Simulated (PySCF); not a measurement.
C4H6AlF, SMILES C=[CH][Al]([F])[CH]=C, PBE0/def2-SVP optimised geometry.

```
12

Al    -0.81     1.11     0.00
F     -1.59     2.58     0.00
C     -1.89    -0.50     0.00
C     -1.43    -1.68    -0.43
H     -2.95    -0.47     0.32
H     -2.05    -2.58    -0.46
H     -0.40    -1.81    -0.79
C      1.13     1.11     0.00
C      1.85     0.06     0.43
H      1.70     1.99    -0.32
H      2.95     0.06     0.46
H      1.38    -0.87     0.79
```

Density from PBE0/def2-TZVP in PySCF at that geometry.

Minimum of the electron density along straight lines between bonded atoms, close to the bond critical point (lines longer than 1.1 times the sum of covalent radii, or with two minima, are not listed):

```tsv
bond	length / Å	ρ at the minimum / e bohr⁻³	∇²ρ there / e bohr⁻⁵	position (fraction from the first atom)
Al1–F2	1.670	[?]	[?]	0.43
Al1–C3	1.939	0.089	0.29	0.40
C3–C4	1.343	0.342	-1.02	0.49
C3–H5	1.099	0.272	-0.92	0.64
C4–H6	1.098	0.277	-0.96	0.65
C4–H7	1.097	0.278	-0.97	0.65
Al1–C8	1.939	0.089	0.29	0.40
C8–C9	1.343	0.342	-1.02	0.49
C8–H10	1.099	0.272	-0.92	0.64
C9–H11	1.098	0.277	-0.96	0.65
C9–H12	1.097	0.278	-0.97	0.65
```

### Question
Complete the blanks.

### Answer

- Al1–F2, ρ at the minimum / e bohr⁻³: 0.107
- Al1–F2, ∇²ρ there / e bohr⁻⁵: 0.86
